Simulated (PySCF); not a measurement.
## Which basis set comes closest?

Molecule: triethylborane (SMILES CCB(CC)CC).

Bonds (- single, = double, # triple, : aromatic): C1-C2, C2-B3, B3-C4, C4-C5, B3-C6, C6-C7. C1 carries H8, H9, H10; C2 carries H11, H12; C4 carries H13, H14; C5 carries H15, H16, H17; C6 carries H18, H19; C7 carries H20, H21, H22.

Geometry PBE0-D3(BJ)/def2-SVP throughout; GIAO in PySCF 2.14.0 with density-fitted response routines, gas phase, one conformer, non-relativistic; equivalent atoms averaged; functional PBE0.

Reference values (measured; solution, CDCl3; H. S. Rzepa et al., J. Org. Chem. 2018, An accessible method for DFT calculation of 11B NMR shifts): δ(B3) = 86.5 ppm vs BF3.OEt2. Computed shifts are taken against BF3·OEt2, calculated as an isolated molecule at each level.

**Question.** How do the basis sets STO-3G, pcSseg-0, 6-31G, 6-31G*, cc-pVDZ, def2-SVP, pcSseg-1, 6-311+G(2d,p), aug-cc-pVDZ, def2-TZVP perform against the reference? Times are CPU seconds on shared hosts with different chips, so compare them loosely.

**Answer.** 
```
    basis set  functions    B3  abs. error B  core-s
       STO-3G         50  88.4           1.9     5.2
     pcSseg-0         93  88.3           1.8     9.4
        6-31G         93  78.3           8.2      10
       6-31G*        128  79.4           7.1      14
      cc-pVDZ        173  83.9           2.6      23
     def2-SVP        173  83.2           3.3      21
     pcSseg-1        194  87.4           0.9      25
6-311+G(2d,p)        279  84.4           2.1      40
  aug-cc-pVDZ        296  82.7           3.8      53
    def2-TZVP        307  85.7           0.8      57
```

For ¹¹B the closest is def2-TZVP (0.8 ppm, with pcSseg-1 practically level) and the furthest 6-31G (8.2 ppm). Where a smaller basis beats a larger one, errors probably cancel. One molecule is a small sample, and vibrational and solvent effects are absent from the calculation.

A small basis that lands close on one nucleus may do so by chance; judge by the trend and by all nuclei.
